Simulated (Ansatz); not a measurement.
Be3S3⁺, that is (BeS)3 ring with one electron fewer. The state is a doublet with charge 1. Geometry PBE-D4/def2-SVP.

```xyz
6

Be    0.0449    0.7741    1.2205
S    -1.5563   -0.3113    1.5459
Be   -1.0940   -0.9874   -0.1839
S    -0.0680   -1.1725   -1.8486
Be    1.0495    0.2188   -1.0278
S     1.6240    1.4783    0.2939
```

At PBE-D4/def2-TZVP an occupied level of the relaxed charge 1 doublet lies above an empty one (by up to 0.14 eV), so this SCF solution is probably not the lowest. At PBE-D4/def2-TZVP the gap within one spin of the relaxed charge 1 doublet nearly closes, so an electron or hole may be smeared out by delocalisation error. The geometry of the doublet was relaxed on an unsound state (an occupied level 0.15 eV above an empty one).

**Question.** Estimate the α-spin orbital energies around the gap (eV) in Ansatz with PBE-D4/def2-TZVP, PBE0-D4/def2-TZVP.

**Answer.** 
```
orbital  PBE-D4/def2-TZVP  PBE0-D4/def2-TZVP
 HOMO−5            -13.40             -14.89
 HOMO−4            -13.14             -14.56
 HOMO−3            -13.14             -14.49
 HOMO−2            -12.89             -13.97
 HOMO−1            -12.22             -13.37
   HOMO            -11.85             -12.86
   LUMO             -8.04              -7.24
 LUMO+1             -6.14              -5.35
 LUMO+2             -6.10              -5.35
 LUMO+3             -5.82              -5.00
 LUMO+4             -5.81              -4.82
 LUMO+5             -5.62              -4.78
 β HOMO            -11.47             -12.18
 β LUMO            -11.61             -11.19
```
